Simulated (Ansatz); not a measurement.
# Molecular dynamics of ClH₅OSi₂

Input file:

```yaml
crystal:
  periodic: [false, false, false]
  atoms:
    - { symbol: Si, position_ang: [0.028576, -0.004344, 0.04866] }
    - { symbol: Cl, position_ang: [0.4482, -0.405932, 2.064488] }
    - { symbol: O, position_ang: [1.43236, 0.275543, -0.824331] }
    - { symbol: H, position_ang: [2.021399, -0.493369, -0.924388] }
    - { symbol: H, position_ang: [-0.725759, 1.286406, -0.02176] }
    - { symbol: Si, position_ang: [-1.14061, -1.895012, -0.721347] }
    - { symbol: H, position_ang: [-2.357692, -2.148783, 0.125354] }
    - { symbol: H, position_ang: [-1.55977, -1.730353, -2.158367] }
    - { symbol: H, position_ang: [-0.221205, -3.084754, -0.624309] }
basis:
  gaussian: { orbitals: def2-SVP }
hamiltonian:
  xc: pbe
  dispersion: d4
md:
  timestep: 0.5
  n_steps: 166
  ensemble: nve
  temperature: 200.0
  initial_velocities: maxwell_boltzmann
  seed: 222640
  masses: [{ species: H, mass: 3.016 }]
```

Command:

```bash
$ ansatz run input.yaml --threads 2 --pin off --max-ram 3072MiB --backend cpu --events-out ev --progress --plain --runs-dir out
```

It starts from a relaxed structure.

Output, in part (one step line in 6, the closing report, with atoms numbered from 0):

```
md step     0: t =     0.00 fs  T =   200.0 K  F+E_penalty+E_count = -30382.57170446 eV  E_kin = 0.180964 eV  conserved = -30382.39074046 eV  (26 SCF iters)
md step     6: t =     3.00 fs  T =   141.2 K  F+E_penalty+E_count = -30382.51817325 eV  E_kin = 0.127729 eV  conserved = -30382.39044375 eV  (29 SCF iters)
md step    12: t =     6.00 fs  T =    83.1 K  F+E_penalty+E_count = -30382.46565488 eV  E_kin = 0.075235 eV  conserved = -30382.39041972 eV  (29 SCF iters)
md step    18: t =     9.00 fs  T =    69.6 K  F+E_penalty+E_count = -30382.45332525 eV  E_kin = 0.062941 eV  conserved = -30382.39038424 eV  (27 SCF iters)
md step    24: t =    12.00 fs  T =   104.3 K  F+E_penalty+E_count = -30382.48490937 eV  E_kin = 0.094402 eV  conserved = -30382.39050705 eV  (29 SCF iters)
md step    30: t =    15.00 fs  T =   117.2 K  F+E_penalty+E_count = -30382.49672647 eV  E_kin = 0.106060 eV  conserved = -30382.39066688 eV  (29 SCF iters)
md step    36: t =    18.00 fs  T =    54.7 K  F+E_penalty+E_count = -30382.43980363 eV  E_kin = 0.049480 eV  conserved = -30382.39032327 eV  (22 SCF iters)
md step    42: t =    21.00 fs  T =    69.7 K  F+E_penalty+E_count = -30382.45348521 eV  E_kin = 0.063052 eV  conserved = -30382.39043283 eV  (28 SCF iters)
md step    48: t =    24.00 fs  T =   129.7 K  F+E_penalty+E_count = -30382.50795779 eV  E_kin = 0.117387 eV  conserved = -30382.39057063 eV  (28 SCF iters)
md step    54: t =    27.00 fs  T =   147.2 K  F+E_penalty+E_count = -30382.52374564 eV  E_kin = 0.133162 eV  conserved = -30382.39058369 eV  (29 SCF iters)
md step    60: t =    30.00 fs  T =   106.5 K  F+E_penalty+E_count = -30382.48683863 eV  E_kin = 0.096346 eV  conserved = -30382.39049239 eV  (29 SCF iters)
md step    66: t =    33.00 fs  T =    72.3 K  F+E_penalty+E_count = -30382.45577272 eV  E_kin = 0.065463 eV  conserved = -30382.39030984 eV  (21 SCF iters)
md step    72: t =    36.00 fs  T =   117.1 K  F+E_penalty+E_count = -30382.49655337 eV  E_kin = 0.105997 eV  conserved = -30382.39055611 eV  (29 SCF iters)
md step    78: t =    39.00 fs  T =   136.7 K  F+E_penalty+E_count = -30382.51423760 eV  E_kin = 0.123698 eV  conserved = -30382.39053938 eV  (27 SCF iters)
md step    84: t =    42.00 fs  T =   114.5 K  F+E_penalty+E_count = -30382.49416201 eV  E_kin = 0.103583 eV  conserved = -30382.39057883 eV  (29 SCF iters)
md step    90: t =    45.00 fs  T =    50.8 K  F+E_penalty+E_count = -30382.43631436 eV  E_kin = 0.045924 eV  conserved = -30382.39039041 eV  (29 SCF iters)
md step    96: t =    48.00 fs  T =    50.7 K  F+E_penalty+E_count = -30382.43619043 eV  E_kin = 0.045842 eV  conserved = -30382.39034836 eV  (21 SCF iters)
md step   102: t =    51.00 fs  T =   120.4 K  F+E_penalty+E_count = -30382.49958826 eV  E_kin = 0.108919 eV  conserved = -30382.39066894 eV  (29 SCF iters)
md step   108: t =    54.00 fs  T =   113.2 K  F+E_penalty+E_count = -30382.49292001 eV  E_kin = 0.102443 eV  conserved = -30382.39047750 eV  (29 SCF iters)
md step   114: t =    57.00 fs  T =    96.4 K  F+E_penalty+E_count = -30382.47769203 eV  E_kin = 0.087228 eV  conserved = -30382.39046385 eV  (29 SCF iters)
md step   120: t =    60.00 fs  T =    92.7 K  F+E_penalty+E_count = -30382.47433969 eV  E_kin = 0.083909 eV  conserved = -30382.39043037 eV  (29 SCF iters)
md step   126: t =    63.00 fs  T =   120.0 K  F+E_penalty+E_count = -30382.49908781 eV  E_kin = 0.108602 eV  conserved = -30382.39048604 eV  (29 SCF iters)
md step   132: t =    66.00 fs  T =   140.0 K  F+E_penalty+E_count = -30382.51734359 eV  E_kin = 0.126709 eV  conserved = -30382.39063427 eV  (29 SCF iters)
md step   138: t =    69.00 fs  T =    89.2 K  F+E_penalty+E_count = -30382.47117320 eV  E_kin = 0.080738 eV  conserved = -30382.39043551 eV  (26 SCF iters)
md step   144: t =    72.00 fs  T =    62.1 K  F+E_penalty+E_count = -30382.44662865 eV  E_kin = 0.056201 eV  conserved = -30382.39042786 eV  (28 SCF iters)
md step   150: t =    75.00 fs  T =    78.8 K  F+E_penalty+E_count = -30382.46179173 eV  E_kin = 0.071337 eV  conserved = -30382.39045516 eV  (28 SCF iters)
md step   156: t =    78.00 fs  T =   112.8 K  F+E_penalty+E_count = -30382.49266187 eV  E_kin = 0.102048 eV  conserved = -30382.39061436 eV  (29 SCF iters)
md step   162: t =    81.00 fs  T =    90.7 K  F+E_penalty+E_count = -30382.47256780 eV  E_kin = 0.082071 eV  conserved = -30382.39049706 eV  (29 SCF iters)
md step   166: t =    83.00 fs  T =    63.9 K  F+E_penalty+E_count = -30382.44815121 eV  E_kin = 0.057790 eV  conserved = -30382.39036107 eV  (27 SCF iters)
Total energy: -30382.44818535 eV, -1116.5343768487 hartree
Atom 0 at     0.038207     0.011889     0.044448 Å, force     0.398355    -0.048101    -0.378916 eV/Å
Atom 1 at     0.404908    -0.406981     2.051904 Å, force     0.086131    -0.040094     0.263160 eV/Å
Atom 2 at     1.481992     0.253950    -0.816709 Å, force     0.004988    -1.106474     0.019083 eV/Å
Atom 3 at     1.956897    -0.606519    -0.998141 Å, force    -0.456298     0.958679     0.191621 eV/Å
Atom 4 at    -0.660606     1.318961    -0.023177 Å, force    -0.114120     0.194229    -0.023842 eV/Å
Atom 5 at    -1.151059    -1.887122    -0.692143 Å, force     0.924033     0.134134    -1.573948 eV/Å
Atom 6 at    -2.107420    -2.337318     0.317882 Å, force    -0.641638    -0.197763     0.339149 eV/Å
Atom 7 at    -1.699595    -1.673896    -2.150237 Å, force     0.068735    -0.121314     1.001211 eV/Å
Atom 8 at    -0.079113    -2.969848    -0.875043 Å, force    -0.270187     0.226704     0.162483 eV/Å
Dipole moment:    -0.051603    -0.217708    -0.214432 e Å
```

All steps were run. The conserved energy stayed within 0.054 meV per atom of its start (net change 0.042 meV per atom), so the integration is sound. Over the second half the temperature averaged 0.47 of the 200 K drawn at the start: a run that starts near a minimum puts about half its kinetic energy into the potential. A run of 0.083 ps of so small a system gives no equilibrium averages.

The same pairs are bonded in the first frame and the last. Pairs count as bonded within 1.25 times the sum of covalent radii (0.12 Å more for H–H).

Last frame:

```xyz
9
Properties=species:S:1:pos:R:3
Si 0.038 0.012 0.044
Cl 0.405 -0.407 2.052
O 1.482 0.254 -0.817
H 1.957 -0.607 -0.998
H -0.661 1.319 -0.023
Si -1.151 -1.887 -0.692
H -2.107 -2.337 0.318
H -1.700 -1.674 -2.150
H -0.079 -2.970 -0.875
```

Run time: 3 min on 2 threads of Intel(R) Xeon(R) Platinum 8375C CPU @ 2.90GHz (Ice Lake) (shared host), peak memory 0.15 GiB.
